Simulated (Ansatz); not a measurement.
C₂H₆BNS. Charge 0, multiplicity 1. The bonds changed during the relaxation, so this is another structure than the one it started from.

```xyz
11

B     1.3345   -0.0550    0.9921
S     2.2454   -0.1405   -0.6349
C     0.5929    0.4792   -0.4924
C    -0.4765   -0.3852   -0.5273
N    -1.7617   -0.0303   -0.5435
H     1.4408    0.9077    1.6983
H     0.9873   -1.1008    1.4678
H     0.4195    1.5501   -0.5316
H    -0.2768   -1.4511   -0.5476
H    -2.4805   -0.7130   -0.3891
H    -2.0249    0.9388   -0.4918
```

Q: Give the diagnostics of a CCSD(T)/def2-TZVPP run (frozen core, the Gaussian-basis code of Ansatz). (Best estimate.)

A: Ansatz gave: T1 = 0.0137, largest single amplitude 0.037, largest double 0.047, (T) share of the correlation energy 4.6 %, 10 CCSD cycles. The RHF solution is stable towards an unrestricted one. T1 lies under the customary mark of 0.02 for closed shells.
